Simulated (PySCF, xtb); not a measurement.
SbBr₃, SMILES [Br][Sb]([Br])[Br].

Harmonic wavenumbers (cm⁻¹) from GFN2-xTB (xtb 6.7.1) at its own minimum, in rising order: 65, 65, 86, 212, 212, 226.

Question: What does B3LYP-D3(BJ)/def2-SVP (PySCF) give at its own minimum? (The exact figures need the calculation; the answer reports its results.)

Answer: 72, 72, 95, 244, 244, 248. Paired by order, the mean absolute difference is 18 cm⁻¹ and the zero-point energies are 1.2 and 1.4 kcal/mol.
